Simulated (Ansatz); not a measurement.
Program: Ansatz. Geometries: PBE0-D4/def2-TZVP. ΔE: electronic, gas phase. CCSD(T)/CBS adds triple-zeta CCSD(T) − MP2 to the extrapolated MP2 energy (def2 sets, frozen cores). DFT in def2-TZVPP. B3LYP here is the variant with VWN-RPA as its local correlation; programs differ in this. For Ge outer-core shells are correlated without core-valence functions, which leaves a few kJ/mol of doubt a bond. Scalar relativity is left out up to krypton. Each species was taken in one conformer, which may not be the lowest.

`CB[SiH2]C` + `F[Si](F)(F)[GeH3]` → `C[SiH2][Si](F)(F)F` + `C[BH][GeH3]`  (redistribution)

| level | ΔE (kcal/mol) |
| --- | --- |
| ωB97X-V | -0.5 |
| B3LYP | -0.5 |

Task: What does CCSD(T)/CBS give? (Estimate.)

Result: Ansatz gave: -0.7 kcal/mol. The listed levels differ from it by 0.2, 0.2 kcal/mol.

Largest T1 diagnostic among the species: 0.012.
